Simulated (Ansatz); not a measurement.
`C[BH][GeH2][CH3]` and `[BH2][GeH2][CH3]` differ in one atom or group.

Ansatz, PBE0-D4/def2-TZVP geometries, multiplicity 1. Each molecule was computed in one conformer, which needn't be the lowest.

Scalar relativity is left out up to krypton.

```
                               property  `C[BH][GeH2][CH3]`
      LUMO energy (PBE/def2-TZVPP) / eV               -2.64
  HOMO energy (ωB97M-V/def2-TZVPP) / eV               -9.69
     LUMO energy (PBE0/def2-TZVPP) / eV               -1.67
HOMO–LUMO gap (ωB97M-V/def2-TZVPP) / eV                9.93
    HOMO energy (B3LYP/def2-TZVPP) / eV               -7.36
  HOMO–LUMO gap (B3LYP/def2-TZVPP) / eV                5.48
```

Problem. What does the change do to each property? (Estimate.)

Solution. Computed: 
```csv
property,`[BH2][GeH2][CH3]`,shift
LUMO energy (PBE/def2-TZVPP) / eV,-3.29,-0.65
HOMO energy (ωB97M-V/def2-TZVPP) / eV,-10.19,-0.50
LUMO energy (PBE0/def2-TZVPP) / eV,-2.29,-0.62
HOMO–LUMO gap (ωB97M-V/def2-TZVPP) / eV,9.84,-0.09
HOMO energy (B3LYP/def2-TZVPP) / eV,-7.83,-0.47
HOMO–LUMO gap (B3LYP/def2-TZVPP) / eV,5.32,-0.16
```

With PBE0 the HOMO falls by 0.49 eV and the LUMO falls by 0.62 eV, so the gap narrows by about 0.13 eV. PBE moves the HOMO by -0.48 eV and ωB97M-V by -0.50 eV.

B3LYP here is the variant with VWN-RPA as its local correlation; programs differ in this.
